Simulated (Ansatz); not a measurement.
Reaction (hydrogenolysis of the Al–O bond): `C[CH2][AlH][OH]` + H₂ → `C[CH2][AlH2]` + H₂O

Calculated with Ansatz (gas phase, PBE0-D4/def2-TZVP geometries, no zero-point term in ΔE). CCSD(T)/CBS adds triple-zeta CCSD(T) − MP2 to the extrapolated MP2 energy (def2 sets, frozen cores). This one scheme is used for every species. One conformer a species, not always the lowest.

| species | CCSD(T)/CBS(def2) energy (Eh) |
| --- | --- |
| `C[CH2][AlH][OH]` | -397.56357 |
| H₂ | -1.17544 |
| `C[CH2][AlH2]` | -322.31200 |
| H₂O | -76.37941 |

(1) Work out ΔE.

Largest T1 diagnostic among the species: 0.011.

Answers

(1) ΔE = (-322.31200) + (-76.37941) − (-397.56357) − (-1.17544) = 0.04760 Eh = +125.0 kJ/mol.

From BLYP to BHLYP (50 % exact exchange), in def2-TZVPP and without D4, ΔE moves by −4.8 kJ/mol. At CCSD(T), def2-SVP lies −4.2 kJ/mol from the extrapolated value and def2-TZVPP +0.0 kJ/mol.
